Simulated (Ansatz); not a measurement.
Ansatz (a program for electronic structure) input:
A basis named .json is the Basis Set Exchange file of that set.

Ansatz 0.2 input:
```yaml
crystal:
  periodic: [false, false, false]
  atoms:
    - {symbol: Al, position_ang: [-0.00000000, -0.00000000, -1.12859035]}
    - {symbol: S, position_ang: [0.00000000, 0.00000000, 0.91697966]}
basis:
  gaussian:
    orbitals: aug-cc-pV_T+d_Z.json
total_charge: -1
magnetization: {spin_polarized: false}
correlation: {method: ccsd_t, electrons: outside_noble_gas}
```

Problem. What final total energy does it print?

Solution. -639.83212 Eh (CCSD(T)/aug-cc-pV(T+d)Z). The basis has 110 functions.

This state (charge -1, singlet) is run at the relaxed geometry of the species with charge 0 and multiplicity 2.
